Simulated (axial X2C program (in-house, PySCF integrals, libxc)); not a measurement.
Curves of GeF by EOM-EA-CCSD

Computed with an axial X2C code built on PySCF integrals: two-component X2C with atomic mean-field Coulomb and Gaunt terms, Gaussian nuclei, basis Ge dyall-acv3z, F dyall-av3z with contracted cores.

Energies in eV from the lowest point of the lowest state; states are followed by energy order within each Ω. Reference: GeF⁺, 10 electrons correlated in 92 virtual spinors with an MP2 remainder; levels at this size can be off by some tenths of an eV. Masses 73.921 and 18.998 u.

| R (Å) | (1)Ω=1/2 | (1)Ω=3/2 | (2)Ω=1/2 | (3)Ω=1/2 |
| --- | --- | --- | --- | --- |
| 1.616 | 0.3009 | 0.4020 | 3.3708 | 4.3509 |
| 1.687 | 0.0654 | 0.1671 | 3.1018 | 4.2455 |
| 1.757 | 0.0000 | 0.1042 | 2.9694 | 4.3141 |
| 1.836 | 0.0683 | 0.1749 | 2.9246 | 4.5323 |
| 1.915 | 0.2347 | 0.3433 | 2.9515 | 4.8437 |
| 2.021 | 0.5476 | 0.6580 | 3.0565 | 5.3383 |

Fit the curves (1)Ω=1/2, (1)Ω=3/2, (3)Ω=1/2 near their minima.

At EOM-EA-CCSD from GeF⁺ (the fit fixes ωe to about one per cent; ωe of higher roots by this method can be off by ten per cent):

```
   state  Te (cm⁻¹)  Re (Å)  ωe (cm⁻¹)
(1)Ω=1/2          0   1.756      659.3
(1)Ω=3/2        840   1.754      661.5
(3)Ω=1/2      34240   1.690      786.5
```

For GeF⁺ at CCSD, and between the minima:

Re = 1.670 Å, ωe = 807.9 cm⁻¹; removing the electron costs 7.316 eV without zero-point terms.

T1 of the reference reaches 0.033 (Lee–Taylor). Curves followed by order can swap character. Number of frozen shells: Ge 3 s, 2 p, 1 d; F 1 s. Roots with under 60 % one-particle weight at any point are counted in the labels but not shown, and the list ends where the roots sought for some Ω run out; states that need a further excitation are missing and may lie low or lowest. Curves with a minimum but no constants failed the fit check.
